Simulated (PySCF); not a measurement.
C3H7FSi, SMILES F[SiH2]C1CC1.

The structure is a stationary point at PBE-D3(BJ)/def2-SVP. The structure was generated by enumeration, and PubChem lists no compound with its InChIKey, so it may never have been made. The values are those of a single conformer.

Two levels are set side by side: PBE/def2-TZVP (PySCF) and PBE0/def2-TZVP (PySCF). Same geometry, gas phase. Differences are taken from unrounded values.

```tsv
quantity	PBE0	PBE	PBE minus PBE0
orbital gap (eV)	8.80	6.63	-2.18
highest occupied level (eV)	-8.49	-7.19	1.29
lowest empty level (eV)	0.32	-0.57	-0.89
dipole moment (D)	2.13	2.06	-0.07
mean polarisability (bohr³)	58.9	61.0	2.1
```

PBE's occupied levels lie high since its potential decays too fast outside the molecule; exact exchange lowers them and widens the gap. Loosely held outer electrons make PBE densities more polarisable. Differences between two approximate levels are no errors against the true value.

Rough cost on one machine, each run with all the roots and properties that it gave: PBE0 against PBE within a factor of 2.
